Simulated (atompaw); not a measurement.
## cobalt (Co): PAW (atompaw) pseudisation with PBEsol, scalar-relativistic reference atom.

atompaw 4.2.0.5 input, output lines left out:

```
Co 27
GGA-PBESOL scalarrelativistic loggrid 1500 logderivrange -10 5 376
4 4 3 0 0 0
4 0 1
4 1 0
3 2 7
0 0 0
c
c
v
v
c
v
v
v
3
1.60 1.35 1.50 1.50
n
n
y
-0.45
n
y
-0.1
y
1.45
n
custom polynom vanderbiltortho sinc
bessel
0.85
1.60
0.90
1.60
1.05
1.05
1.45
1.45
```

All-electron outer shells of the reference configuration (PBEsol, scalar-relativistic, ld1.x):

```
shell  level (eV)  outermost node (bohr)  outermost maximum (bohr)
   2p     -778.15                      –                      0.17
   3s     -110.96                   0.31                      0.67
   3p      -74.35                   0.28                      0.68
   3d      -16.99                      –                      0.66
   4s      -12.76                   0.96                      2.21
   4p       -7.42                   1.04                      2.73
```

Results:

```json
{"Cutoffs needed": "140 Ry and 230 Ry (the cutoffs (Ry, on a coarse ladder) from which the occupation-weighted sum of valence levels, in a spherical-Bessel basis at the reference potential, stays within 10 and 1 mRy of its value at 400 Ry)", "Ghost test": "no extra level below or beside the all-electron valence levels (s, p, d, f tested) (spherical-Bessel basis up to 400 Ry, 20 bohr box)", "Lowest eigenvalue of the overlap operator": "0.49 (p channel)", "Overlap eigenvalues printed by atompaw (projector basis)": "0.00514, 0.553, 0.684, 4.09, 71.5, 379, 2.98e+03, 1.17e+04", "Share of each valence orbital outside the PAW sphere": "3s 1 %, 4s 88 %, 3p 3 %, 4p 95 %, 3d 15 %"}
```

Generation and tests took about 3.1 s on one core of a shared server CPU.
